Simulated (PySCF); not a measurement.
B₂Cl₄, SMILES ClB(Cl)B(Cl)Cl (connectivity only; charge and spin as stated), charge +1, multiplicity 2.

Geometry optimised at PBE-D3(BJ)/def2-SVP. The spin state was assumed, not searched. Other conformers were not sampled.

Calculation: PBE-D3(BJ)/def2-SVP (PySCF).

Frequencies are harmonic and unscaled.

Modes within 1.5 cm⁻¹ of each other (mostly degenerate sets) share a row, with their intensities summed.

```
mode   ν (cm⁻¹)  IR (km/mol)  moving atoms (share of kinetic energy)
-----  --------  -----------  --------------------------------------
1            44          0.0                                Cl 100 %
2–3          92          0.6                                 Cl 93 %
4           148          0.0                                 Cl 99 %
5           283         25.9                         Cl 73 %, B 27 %
6–7         377         14.3                                  B 92 %
8           406          0.0                         Cl 88 %, B 12 %
9           689        140.0                         B 60 %, Cl 40 %
10          808          0.0                         B 87 %, Cl 13 %
11–12      1095        419.0                         B 84 %, Cl 16 %
```
